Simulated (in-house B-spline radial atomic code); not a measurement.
A radial electron density 4πr²n(r) was computed for an atom or ion in its tabulated ground configuration with a B-spline radial code for spherical atoms; method: non-relativistic B3LYP, spin-polarised, spherical fractional occupations, exact exchange averaged over the configuration. Columns: r (bohr), 4πr²n(r) (electrons per bohr), bar.

```
 0.00418   0.3455 #
 0.00487     0.46 #
 0.00568   0.6117 ##
 0.00662   0.8093 ##
 0.00772    1.067 ###
   0.009    1.399 ####
  0.0105    1.826 #####
  0.0122    2.351 #######
  0.0143    3.046 ########
  0.0166    3.848 ###########
  0.0194    4.861 ##############
  0.0226    6.033 #################
  0.0263     7.37 #####################
  0.0307    8.885 #########################
  0.0358    10.49 #############################
  0.0417    12.09 ##################################
  0.0486    13.57 ######################################
  0.0567    14.79 #########################################
  0.0661    15.57 ###########################################
   0.077    15.77 ############################################
  0.0898     15.3 ###########################################
   0.105     14.2 ########################################
   0.122    12.72 ####################################
   0.142    11.13 ###############################
   0.166     9.81 ###########################
   0.193    9.191 ##########################
   0.225    9.406 ##########################
   0.263    10.39 #############################
   0.306    11.69 #################################
   0.357    12.75 ####################################
   0.416    12.99 ####################################
   0.485    12.11 ##################################
   0.566    10.16 ############################
   0.659    7.611 #####################
   0.769    4.975 ##############
   0.896    2.818 ########
    1.04     1.38 ####
    1.22   0.5269 #
    1.42     0.17 
    1.65  0.04377 
    1.93 0.007857
```

(1) Which atom or ion is it?
A. Si5+
B. Cl6+
C. Al5+
D. S7+

Results:

(1) A. The area under the curve, ∫4πr²n dr = ∫r·4πr²n d(ln r) on this logarithmic grid, is 9 electrons; among the options with that count, the innermost peak, which lies near 1/Z bohr, picks Z = 14. The configuration is [He] 2s2 2p5.
